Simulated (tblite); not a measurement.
Compound: C4H7B.
Bonds: C1–C2 (triple), C2–B3, B3–C4, B3–C5. Hydrogens: H6 on C1; H7, H8, H9 on C4; H10, H11, H12 on C5.

Computed with GFN2-xTB (tblite), gas phase: L-BFGS steps from a force-field or distance-geometry start until the largest atomic force falls under 0.01 eV/Å.

Step 15: E = -361.3034 eV
```
atom  x, y, z in Å  |  force x, y, z in eV/Å
C1      1.6133    2.0265    0.5451   -0.069  -0.072   0.010
C2      0.8944    1.1467    0.1404    0.055   0.040   0.208
B3     -0.0151   -0.0296   -0.0970   -0.085   0.042  -0.074
C4      0.5894   -1.4797   -0.1703    0.090  -0.146   0.007
C5     -1.5724    0.2168   -0.1821   -0.081   0.002   0.011
H6      2.2289    2.7900    0.9210    0.068   0.095  -0.095
H7      0.0747   -2.1635    0.5020   -0.092  -0.014  -0.033
H8      0.4531   -1.8756   -1.1764   -0.030  -0.045  -0.010
H9      1.6495   -1.5467    0.0606    0.044   0.088  -0.027
H10    -1.8415    0.8446   -1.0329    0.065  -0.026   0.035
H11    -1.9038    0.7601    0.7011   -0.017   0.080   0.035
H12    -2.1693   -0.6903   -0.2375    0.052  -0.045  -0.067
```

Step 16: E = -361.3084 eV
```
atom  x, y, z in Å  |  force x, y, z in eV/Å
C1      1.6132    2.0277    0.5491   -0.090  -0.098  -0.020
C2      0.8902    1.1446    0.1573    0.104   0.067   0.242
B3     -0.0176   -0.0330   -0.0796   -0.098   0.052  -0.166
C4      0.5881   -1.4828   -0.1732    0.067  -0.117   0.030
C5     -1.5739    0.2186   -0.1823   -0.059  -0.013   0.038
H6      2.2341    2.7973    0.9042    0.053   0.080  -0.086
H7      0.0777   -2.1711    0.4983   -0.083  -0.015  -0.035
H8      0.4482   -1.8766   -1.1813   -0.006  -0.002   0.046
H9      1.6485   -1.5416    0.0588    0.043   0.051  -0.054
H10    -1.8290    0.8495   -1.0383    0.057  -0.100   0.116
H11    -1.9127    0.7595    0.7005   -0.023   0.083  -0.006
H12    -2.1656   -0.6929   -0.2395    0.034   0.013  -0.104
```

Task: Estimate the geometry and energy of step 17. (The exact step hangs on the optimiser's Hessian estimate; all steps are aligned on step 16, rigid shifts and turns removed.)

Result: E = -361.3137 eV, largest force 0.263 eV/Å
```
atom  x, y, z in Å  |  force x, y, z in eV/Å
C1      1.6131    2.0295    0.5544   -0.073  -0.078  -0.033
C2      0.8858    1.1418    0.1811    0.113   0.049   0.232
B3     -0.0216   -0.0362   -0.0642   -0.059   0.039  -0.183
C4      0.5870   -1.4879   -0.1758    0.015  -0.025   0.040
C5     -1.5767    0.2206   -0.1813   -0.001  -0.033   0.062
H6      2.2411    2.8072    0.8827    0.012   0.034  -0.079
H7      0.0800   -2.1812    0.4944   -0.055  -0.001  -0.044
H8      0.4425   -1.8771   -1.1865    0.023   0.026   0.096
H9      1.6483   -1.5354    0.0555    0.027   0.001  -0.075
H10    -1.8129    0.8536   -1.0431    0.021  -0.150   0.171
H11    -1.9242    0.7604    0.7003   -0.023   0.070  -0.058
H12    -2.1611   -0.6959   -0.2435   -0.001   0.068  -0.129
```

The energy changes by -0.0053 eV. The first-order estimate −F·Δx gives -0.0073 eV and the mean of the old and new forces, exact on a quadratic surface, -0.0053 eV. The step makes an angle of 71° with the force vector and moves no atom by more than 0.025 Å.

What follows is the cost of the whole relaxation. Time: 0.12 s. Hardware: one thread of an Arm Neoverse V1, shared host with 32 logical CPUs at a one-minute load of 11.
